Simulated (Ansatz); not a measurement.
```xyz
9

O    -0.1495    1.8053    1.0433
Si   -0.0831    0.1555    1.0227
Si    0.2511   -0.7396   -1.1268
F     1.6799   -0.3065   -1.7215
H    -0.7965    2.2377    0.4849
H    -1.3463   -0.4555    1.5360
H     1.0299   -0.2134    1.9307
H     0.2031   -2.2264   -1.0909
H    -0.7886   -0.2570   -2.0784
```

Charge 0, multiplicity 1.

Q: List the PBE0/def2-TZVPP orbital energies in eV (Ansatz 0.2.0). (An estimate is asked.)

A: Computed: Occupied: -1803.49, -1803.19, -673.73, -523.01, -145.73, -145.46, -100.44, -100.37, -100.36, -100.14, -100.10, -100.10, -33.07, -28.41, -16.41, -15.48, -13.44, -12.69, -12.63, -12.11, -11.10, -10.62, -9.70, -9.34, -7.93. Lowest empty: -0.74, -0.46, 1.06, 1.27, 1.81, 1.94, 2.61, 2.83.
